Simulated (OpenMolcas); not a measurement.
Sc2+ among 6 point charges of -1.5 e arranged as an octahedron (Oh), 1.98 Å from the ion.

```yaml
Program: OpenMolcas 26.06
Method: "SS-CASPT2, IPEA 0.25 Eh, imaginary shift 0.1 Eh (closed shells correlated: 3s 3p)"
Basis: ANO-RCC-VDZP [5s4p2d1f]
Scalar_Hamiltonian: DKH2, point nucleus
Active_space: 1 electron in 5 orbitals (3d)
State_averaging: 2S+1 = 2 even, 5 roots
Spin-orbit_coupling: RASSI with atomic mean-field integrals over the reference wave functions
```

**Question.** What is the spin-free ground state (labels of O, the rotations of Oh)?

**Answer.** 2T2, 3-fold in its orbital part, 100 % from free-ion D terms; it has the highest spin that d1 allows.

**Question.** Where is the first state of the same spin?

**Answer.** 2E at 16900 cm-1 above the ground state.

**Question.** What are the lowest two levels with spin-orbit coupling?

**Answer.** A 4-fold level Γ8, then a 2-fold level Γ7 90 cm-1 above it. Their leading multiplicities are 2 (100 %) and 2 (100 %).

**Question.** What is χT at 300 K, and how does it compare with the textbook value?

**Answer.** The lowest level has 2S+1 = 2, for which the spin-only value is χT = S(S+1) / 2 = 0.375 cm3 K/mol (g = 2). The computed 0.561 at 300 K differs by +0.186, through orbital momentum, spin-orbit coupling and any other state in reach. With a threefold ground state the orbital momentum is unquenched, so the spin-only value is not expected to hold.

**Question.** Which ligand-field parameters describe the states?

**Answer.** The gap between the two states is 10Dq = 16853 cm-1. 

Roots that are degenerate in the reference are averaged as groups; the widest CASPT2 spread within a group is 14 cm-1 (the 2-fold group of multiplicity 2 near 16900 cm-1 above the lowest state of its run). Shifts and gaps below about the spread of the groups concerned are not significant. An orbital triplet at a regular site is open to Jahn-Teller coupling, which can distort the site and quench the lowest spin-orbit gaps and is left out. Free-ion shares, where given, are those of the reference states; single-state CASPT2 does not remix them. Point charges carry no covalency, so the field is a model and not that of real ligands. No measured value stands beside these numbers.
